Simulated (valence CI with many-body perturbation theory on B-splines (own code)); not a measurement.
# Kr30+: E2, M1, M2 decay

Calculated by valence CI with perturbative core correlation (CI+MBPT): four valence electrons over a frozen Dirac-Fock core [He], a basis of 11 s, 11 p, 9 d, 7 f, 5 g, 2 h, 1 i functions for each j, with the one-electron correlation potential Σ1, the two-electron term Σ2, the three-electron term Σ3, Breit, model QED; selected CI, second order for the rest (own B-spline code, finite nucleus).

No measured spectrum was set against this ion. As an estimate, large intervals hold to a few tenths of a per cent, small ones and those within an open d or f shell to about a per cent. Among the levels kept, up to 250 cm⁻¹ of a level comes from second order outside the variational space, and about a tenth of that is noise between levels of different J, which matters for small intervals.

Lines 1 to 41 of 41 in falling wavelength, among levels below 2280.5 eV, chosen from the decays that carry over 1 % of a level's rate. Wavelengths and rates use the calculated energies. Electric multipoles are in the length gauge, E1 and E2 with the static RPA response of the core. Weak lines are less certain than strong ones. Lines between different terms over intervals too small for the method are left out, as are lines whose strength nearly cancels. The highest levels of a list are the least certain.

Levels are named by their leading jj configuration (3d3/2^4 stands for four electrons in 3d with j = 3/2), which in mixed levels can hold well under half, so a name can repeat and another be missing. Letters in brackets count levels of one name in rising energy.

```tsv
λ vac (nm)	Upper	Lower	Type	A (s⁻¹)	Branch %
122.1	(2s^2 2p1/2 2p3/2) J=2	(2s^2 2p1/2 2p3/2) J=1	M1	3.66e+03	93.6
25.21	(2s^2 2p1/2 2p3/2) J=1	(2s^2 2p1/2^2) J=0	M1	8.85e+05	100.0
21.93	(2s^2 2p3/2^2) J=2	(2s^2 2p1/2 2p3/2) J=2	M1	9.56e+05	47.4
20.90	(2s^2 2p1/2 2p3/2) J=2	(2s^2 2p1/2^2) J=0	E2	2.51e+02	6.4
18.59	(2s^2 2p3/2^2) J=2	(2s^2 2p1/2 2p3/2) J=1	M1	1.06e+06	52.6
13.69	(2s^2 2p3/2^2) J=0	(2s^2 2p1/2 2p3/2) J=1	M1	4.37e+06	99.9
0.6648	(2s^2 2p3/2 3d5/2) J=4	(2s 2p3/2^3) J=2	E2	1.23e+08	3.5
0.6490	(2s^2 2p3/2 3d5/2) J=4	(2s 2p1/2 2p3/2^2) J=2 [b]	E2	1.74e+08	5.0
0.6374	(2s^2 2p3/2 3d5/2) J=4	(2s 2p1/2 2p3/2^2) J=3	E2	1.19e+08	3.4
0.6322	(2s^2 2p3/2 3d5/2) J=4	(2s 2p1/2 2p3/2^2) J=2 [a]	E2	7.31e+07	2.1
0.6280	(2s 2p3/2^2 3p3/2) J=4	(2s 2p3/2^3) J=2	E2	2.54e+09	5.5
0.6237	(2s 2p1/2 2p3/2 3p3/2) J=3 [a]	(2s 2p1/2 2p3/2^2) J=2 [a]	E2	3.63e+09	2.3
0.6236	(2s^2 2p1/2 3p1/2) J=1	(2s^2 2p1/2 2p3/2) J=2	E2	1.53e+10	10.3
0.6233	(2s 2p1/2 2p3/2 3p3/2) J=4	(2s 2p1/2 2p3/2^2) J=3	E2	4.09e+09	13.6
0.6222	(2s 2p1/2^2 3p1/2) J=0	(2s 2p1/2^2 2p3/2) J=2	E2	2.44e+10	1.1
0.6205	(2s^2 2p1/2 3p1/2) J=1	(2s^2 2p1/2 2p3/2) J=1	E2	1.45e+10	9.7
0.6205	(2s^2 2p3/2 3p1/2) J=1	(2s^2 2p3/2^2) J=2	E2	1.84e+10	2.6
0.6196	(2s^2 2p3/2 3p1/2) J=2	(2s^2 2p3/2^2) J=2	E2	1.90e+10	3.8
0.6196	(2s 2p1/2 2p3/2 3p3/2) J=0 [b]	(2s 2p1/2 2p3/2^2) J=2 [b]	E2	6.53e+09	1.1
0.6187	(2s^2 2p1/2 3p1/2) J=0	(2s^2 2p1/2 2p3/2) J=2	E2	2.49e+10	3.3
0.6170	(2s^2 2p3/2 3p3/2) J=3	(2s^2 2p3/2^2) J=2	E2	8.89e+09	4.0
0.6168	(2s^2 2p3/2 3p3/2) J=1	(2s^2 2p3/2^2) J=2	E2	1.01e+10	3.5
0.6163	(2s^2 2p1/2 3p3/2) J=2	(2s^2 2p1/2 2p3/2) J=2	E2	9.88e+09	4.1
0.6139	(2s 2p3/2^2 3p3/2) J=4	(2s 2p1/2 2p3/2^2) J=2 [b]	E2	1.12e+09	2.4
0.6138	(2s^2 2p1/2 3p3/2) J=1	(2s^2 2p1/2 2p3/2) J=1	E2	7.91e+09	1.1
0.6136	(2s^2 2p3/2 3d5/2) J=4	(2s 2p1/2^2 2p3/2) J=2	E2	1.22e+08	3.5
0.6132	(2s^2 2p1/2 3p3/2) J=2	(2s^2 2p1/2 2p3/2) J=1	E2	4.70e+09	1.9
0.6118	(2s 2p1/2 2p3/2 3d5/2) J=5	(2s 2p1/2 2p3/2^2) J=3	M2	2.00e+08	7.5
0.6092	(2s^2 2p3/2 3p3/2) J=0	(2s^2 2p3/2^2) J=2	E2	3.64e+10	3.0
0.6057	(2s 2p1/2 2p3/2 3p3/2) J=3 [a]	(2s 2p1/2^2 2p3/2) J=2	E2	1.31e+10	8.3
0.6047	(2s^2 2p3/2 3d5/2) J=4	(2s^2 2p3/2^2) J=2	M2	1.88e+08	5.4
0.6042	(2s 2p1/2 2p3/2 3p3/2) J=0 [b]	(2s 2p1/2 2p3/2^2) J=2 [a]	E2	9.38e+09	1.6
0.6035	(2s 2p3/2^2 3p3/2) J=4	(2s 2p1/2 2p3/2^2) J=3	E2	1.19e+10	25.7
0.6005	(2s 2p1/2 2p3/2 3p3/2) J=4	(2s 2p1/2^2 2p3/2) J=2	E2	1.82e+10	60.3
0.6002	(2s^2 2p3/2 3p3/2) J=3	(2s^2 2p1/2 2p3/2) J=2	E2	8.99e+09	4.0
0.5999	(2s^2 2p3/2 3p3/2) J=1	(2s^2 2p1/2 2p3/2) J=2	E2	8.60e+09	2.9
0.5988	(2s 2p3/2^2 3p3/2) J=4	(2s 2p1/2 2p3/2^2) J=2 [a]	E2	1.13e+10	24.4
0.5986	(2s^2 2p1/2 3p3/2) J=2	(2s^2 2p1/2^2) J=0	E2	1.27e+10	5.2
0.5972	(2s^2 2p3/2 3p3/2) J=3	(2s^2 2p1/2 2p3/2) J=1	E2	9.30e+09	4.2
0.5928	(2s^2 2p3/2 3p3/2) J=0	(2s^2 2p1/2 2p3/2) J=2	E2	1.34e+10	1.1
0.5671	(2s 2p1/2 2p3/2 3d3/2) J=4	(2s^2 2p1/2 2p3/2) J=2	E2	1.07e+10	2.1
```
